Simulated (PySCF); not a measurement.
Simulated outer-valence photoelectron spectrum of `FC1=CN=C[Se]1`. Theory: EOM-IP-CCSD/aug-cc-pVDZ in PySCF, restricted Hartree–Fock reference, frozen core, non-relativistic, gas phase, PBE0-D3(BJ)/def2-SVP geometry.

Each root has a Gaussian of 0.3 eV full width with its one-hole share as area; cross sections and vibrations are left out, and the highest printed point is 100.

ionisation energy (eV), intensity and a bar:
```
      9.0          3 #
      9.2         37 ###########
      9.4         46 ##############
      9.6          5 ##
      9.8         20 ######
     10.0        100 ##############################
     10.2         57 #################
     10.4          4 #
     10.6          0 
     10.8          0 
     11.0          0 
     11.2          0 
     11.4          0 
     11.6          0 
     11.8          0 
     12.0          0 
     12.2          6 ##
     12.4         49 ###############
     12.6         35 ##########
     12.8          2 #
     13.0          0 
     13.2          0 
     13.4          3 #
     13.6         38 ############
     13.8         41 ############
     14.0         11 ###
     14.2         51 ###############
     14.4         30 #########
     14.6          2 
     14.8          0 
     15.0          5 #
     15.2         45 ##############
     15.4         37 ###########
     15.6          3 #
     15.8          0 
     16.0          0 
     16.2          3 #
     16.4         39 ############
     16.6         43 #############
     16.8          4 #
```

Problem. Where are the maxima, and how many lines lie under the curve?

Solution. 7 maxima, at 9.3, 10.1, 12.5, 13.7, 14.3, 15.3 and 16.5 eV, from 8 lines. At this width some lines have no maximum of their own.

Problem. List the lines with their holes.

Solution. 
```tsv
E (eV)	leading hole (HF orbital)	area	Koopmans (eV)
9.32	HOMO	0.95	9.45
10.00	HOMO-1	0.95	10.42
10.09	HOMO-2	0.94	11.62
12.47	HOMO-3	0.95	13.49
13.71	HOMO-4	0.90	15.16
14.26	HOMO-5	0.94	16.05
15.28	HOMO-6	0.94	16.97
16.51	HOMO-7	0.93	19.16
```

The widest gap, 2.38 eV, lies between 10.09 and 12.47 eV. Only orbitals with −ε under 21 eV, eight at most, were ionised, so the high end of the curve may lack lines.

Time: 14 min wall. Hardware: Arm Neoverse V1, one thread (shared host).
